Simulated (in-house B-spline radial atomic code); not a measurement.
## Co8+: [Ar] 3d1

Method: non-relativistic BHandHLYP, spin-polarised, spherical fractional occupations, point nucleus. Calculated with an all-electron radial atomic-structure program (B-spline basis).

Effective charges: Z_r = [3n² - l(l+1)]/(2<r>) from the radius, Z_e = n√(-2ε) from the energy, and Slater's rules. Values are occupation-weighted means over spin.

| shell | electrons | ε (eV) | <r> (bohr) | Z_r | Z_e | Slater |
| --- | --- | --- | --- | --- | --- | --- |
| 1s | 2 | -7797.5 | 0.05691 | 26.36 | 23.94 | 26.70 |
| 2s | 2 | -1107.5 | 0.2575 | 23.30 | 18.04 | 22.85 |
| 2p | 6 | -984.63 | 0.2254 | 22.18 | 17.01 | 22.85 |
| 3s | 2 | -278.8 | 0.7239 | 18.65 | 13.58 | 15.75 |
| 3p | 6 | -238.53 | 0.7328 | 17.06 | 12.56 | 15.75 |
| 3d | 1 | -167.3 | 0.7334 | 14.32 | 10.52 | 9.00 |

The least bound orbital is 3d up at -167.3 eV, while the most diffuse is 3p down (<r> = 0.7338 bohr against 0.7334 bohr): energy order and size order differ.

Caution: exact exchange at fractional occupations of open shells leaves self-interaction of up to several eV.
